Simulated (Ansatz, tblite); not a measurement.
Clusters of 3 atoms, chalcogenide: E(high spin) − E(low spin) (eV) at several levels, gas phase, relaxed structures; Ansatz, xTB through tblite. Each state is relaxed at the level in the geometry column; the other columns are single points. Clusters are the lowest isomers that short searches found in that spin, judged at the geometry's level. Core potentials for Hf, Mo, Nb, Pt, Te, Zr in the def2 sets, no spin–orbit coupling. xTB has no spin-polarisation term. Singlets are spin-restricted. The structures are stationary points that may keep the symmetry of their start. Correlated methods freeze inner cores and use unrestricted references for open shells. Remarks come from the PBE and PBE0 runs and from stability tests at other levels; not every state was tested.

```csv
species,state,geometry,GFN1-xTB,PBE-D4/def2-TZVP,r2SCAN-D4/def2-TZVP,PBE0-D4/def2-TZVP,RPA@PBE/def2-TZVP,remarks
ZrSe2,quintet − singlet,PBE-D4/def2-TZVP,3.28,3.40,3.12,3.04,2.90,–
Nb2S⁺,quartet − doublet,r2SCAN-D4/def2-TZVP,-1.66,0.95,0.75,0.79,0.96,–
TiS2,quintet − singlet,PBE0-D4/def2-TZVP,3.83,3.51,3.00,2.55,2.77,–
Na2Te,triplet − singlet,r2SCAN-D4/def2-TZVP,2.23,1.28,1.27,1.23,1.07,–
Na2Te⁺,quartet − doublet,r2SCAN-D4/def2-TZVP,5.19,2.63,2.96,2.82,2.71,–
HfSe2,quintet − singlet,PBE-D4/def2-TZVP,4.62,3.39,3.08,3.06,2.88,–
PtS2⁺,quartet − doublet,r2SCAN-D4/def2-TZVP,1.93,1.22,1.14,1.26,1.21,–
MoS2⁺,quartet − doublet,PBE-D4/def2-TZVP,1.90,1.21,1.09,1.02,1.21,spin-contaminated (⟨S²⟩ up to 0.91)
Cu2Se,quintet − singlet,PBE0-D4/def2-TZVP,5.81,3.51,3.37,3.98,3.45,–
```

Question: Estimate the column for GFN2-xTB.

Answer: ZrSe2 3.59; Nb2S⁺ -1.91; TiS2 3.09; Na2Te 0.90; Na2Te⁺ 2.16; HfSe2 4.07; PtS2⁺ 1.55; MoS2⁺ 0.92; Cu2Se 7.31.
